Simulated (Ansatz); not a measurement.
Start from `[NH2][Ge][Cl]` and change one element to get `[NH2][Sn][Cl]`.

Ansatz, PBE0-D4/def2-TZVP geometries, multiplicity 1. Each molecule was computed in one conformer, which needn't be the lowest.

Elements past krypton have def2 core potentials. Scalar relativity is left out up to krypton.

```json
{"property": "size of the dipole moment (ωB97M-V/def2-TZVPP) / D", "`[NH2][Ge][Cl]`": "2.88"}
{"property": "size of the dipole moment (B3LYP/def2-TZVPP) / D", "`[NH2][Ge][Cl]`": "2.86"}
{"property": "zero-point energy (PBE0-D4/def2-TZVP) / kJ/mol", "`[NH2][Ge][Cl]`": "70.5"}
{"property": "HOMO–LUMO gap (B3LYP/def2-TZVPP) / eV", "`[NH2][Ge][Cl]`": "5.33"}
{"property": "LUMO energy (PBE0/def2-TZVPP) / eV", "`[NH2][Ge][Cl]`": "-1.81"}
{"property": "LUMO energy (B3LYP/def2-TZVPP) / eV", "`[NH2][Ge][Cl]`": "-2.01"}
```

Problem. Give the same properties after the change, and the shifts. (Best estimate.)

Solution. The calculation gave: 
```tsv
property	`[NH2][Sn][Cl]`	shift
size of the dipole moment (ωB97M-V/def2-TZVPP) / D	3.19	0.31
size of the dipole moment (B3LYP/def2-TZVPP) / D	3.19	0.33
zero-point energy (PBE0-D4/def2-TZVP) / kJ/mol	68.0	-2.5
HOMO–LUMO gap (B3LYP/def2-TZVPP) / eV	5.04	-0.29
LUMO energy (PBE0/def2-TZVPP) / eV	-2.09	-0.28
LUMO energy (B3LYP/def2-TZVPP) / eV	-2.31	-0.30
```

Dipoles are sizes alone; their direction can turn.

B3LYP here is the variant with VWN-RPA as its local correlation; programs differ in this.
